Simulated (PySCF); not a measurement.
Vertical excitations of a molecule C₄H₉NSi from TDA-PBE/def2-SVPD in PySCF 2.14.0, as energy in eV (oscillator strength): 4.57 (0.003), 5.10 (0.037), 5.49 (0.004), 5.94 (0.013), 6.12 (0.010), 6.18 (0.004), 6.25 (0.013), 6.42 (0.150), 6.57 (0.021), 6.62 (0.017). Lowest triplet (TDA): 3.94 eV. Geometry: ωB97X-D3(BJ)/def2-SVP. One conformer was computed; it need not be the lowest.

**Question.** Which structure fits?
A. C=C[SiH](N)C=C
B. C[SiH2]C#CCN
C. CN=C1C[SiH2]C1
D. C[C@@]1(N)C=C[SiH2]1

**Answer.** C, CN=C1C[SiH2]C1
